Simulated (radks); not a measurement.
Te4+, 48 electrons, occupied as [Kr] 4d10 5s2. All-electron calculation, non-relativistic Kohn-Sham, exchange-only B88, spin-polarised, spherical densities, point nucleus; relativity is left out, which matters for an element this heavy. Program: a radial shooting solver on a logarithmic mesh with Libxc functionals.

Unscreened Slater integrals over Kohn-Sham orbitals (hartree). They are taken over the spin-up orbitals.

integral,value
"F0(5s,5s)",0.46365
"F0(5s,4d)",0.56433
"G2(5s,4d)",0.067012
"F0(5s,4p)",0.57498
"G1(5s,4p)",0.041949
"F0(5s,4s)",0.57823
"G0(5s,4s)",0.029543
"F0(4d,4d)",0.94552
"F2(4d,4d)",0.47900
"F4(4d,4d)",0.31761
"F0(4d,4p)",1.0061
"F2(4d,4p)",0.51302
"G1(4d,4p)",0.65346
"G3(4d,4p)",0.40510
"F0(4d,4s)",1.0261
"G2(4d,4s)",0.50099
"F0(4p,4p)",1.0799
"F2(4p,4p)",0.56764
"F0(4p,4s)",1.1045
"G1(4p,4s)",0.75531
"F0(4s,4s)",1.1312
